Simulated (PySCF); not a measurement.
Compound: [AuCl4]- (charge -1 and singlet state).
Cartesian coordinates in Å at the PBE0-D3(BJ)/def2-SVP level; atoms count from 1:
```xyz
5
AuCl4 angstrom
Au     0.0150   -0.0222   -0.0124
Cl     2.3349   -0.0399   -0.0046
Cl     0.0328    2.2978    0.0000
Cl    -2.3047   -0.0041   -0.0174
Cl    -0.0032   -2.3422   -0.0277
```

Method: PBE0-D3(BJ)/def2-SVP geometry optimisation, gas phase, def2 core potentials past Kr (PySCF).

(1) Which atoms are bound to Au1, and at what distances?

(2) List the angles at Au1.

(3) What is the shape at Au1?

(4) What are the rotational constants (commonest isotopes, rigid rotor)?

Results:

(1) 4 atoms: Cl4 2.320 Å, Cl2 2.320 Å, Cl3 2.320 Å, Cl5 2.320 Å.

(2) 
```
      angle  degrees  distance of the outer atoms (Å)
Cl2–Au1–Cl4    179.9                             4.64
Cl3–Au1–Cl5    179.9                             4.64
Cl2–Au1–Cl5     90.0                             3.28
Cl4–Au1–Cl5     90.0                             3.28
Cl2–Au1–Cl3     90.0                             3.28
Cl3–Au1–Cl4     90.0                             3.28
```

(3) Square planar: angles from 90.0° to 179.9°; τ4 = (360° − α − β)/141° = 0.00 with α and β the two widest (0 for a square, 1 for a tetrahedron).

(4) A = 1343, B = 1342, C = 671.3 MHz: an oblate symmetric top.

Point group: D4h (every atom within 0.08 Å of its image). Charge -1, singlet. The geometry's basis has no diffuse functions, a weakness for an anion. No frequency check.

On one thread, Arm Neoverse V2 (aarch64), no GPU, shared host with 96 logical CPUs at a one-minute load of 24, this took 34 s and 0.40 GiB of memory at its peak. This is the geometry optimisation.
